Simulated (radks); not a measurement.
Values are calculated unless marked as measured or tabulated.
Pb, 82 electrons, occupied as [Xe] 4f14 5d9 6s2 6p3 (not the ground configuration).

Code: a radial shooting solver on a logarithmic mesh with Libxc functionals. Model: Dirac Kohn-Sham, BLYP, spin-unpolarised, spherical densities, finite nucleus; open shells fill j = l - 1/2 first; Fermi nuclear charge, rms radius 5.5012 fm.

Energy parts (eV):
| part | energy |
|---|---|
| total | -569347.42 |
| kinetic | 662078.26 |
| electron-nucleus | -1440074.21 |
| Hartree | 219286.65 |
| exchange-correlation | -10638.12 |

Orbitals (lengths in bohr, moments of r in powers of bohr):
orbital  occ.  eigenvalue (eV)   <1/r>
1s1/2       2        -87930.10   101.2
2s1/2       2        -15719.12   25.04
2p1/2       2        -15103.31   25.01
2p3/2       4        -12913.46   19.97
3s1/2       2        -3776.422   9.184
3p1/2       2        -3496.822   9.100
3p3/2       4        -3008.254   7.780
3d3/2       4        -2545.819   7.681
3d5/2       6        -2441.826   7.387
4s1/2       2        -858.2720   3.901
4p1/2       2        -736.9652   3.793
4p3/2       4        -617.3292   3.336
4d3/2       4        -419.0397   3.139
4d5/2       6        -396.7097   3.036
4f5/2       6        -139.9783   2.696
4f7/2       8        -134.9435   2.657
5s1/2       2        -148.0765   1.624
5p1/2       2        -106.4787   1.503
5p3/2       4         -83.8505   1.336
5d3/2       4         -26.0357   1.052
5d5/2       5         -23.3287   1.012
6s1/2       2         -13.3306  0.5768
6p1/2       2          -5.3553  0.4502
6p3/2       1          -3.6173  0.3830

The highest occupied level is 6p3/2 at -3.617 eV. The density falls to 0.001 e/bohr^3 at r = 4.77 bohr. The electron density at the nucleus is 2.737e+06 e/bohr^3. Summed over all electrons, <r^2> = 75.92 bohr^2, which gives a Langevin (diamagnetic) susceptibility term of -60.1 x 10^-6 cm^3/mol.
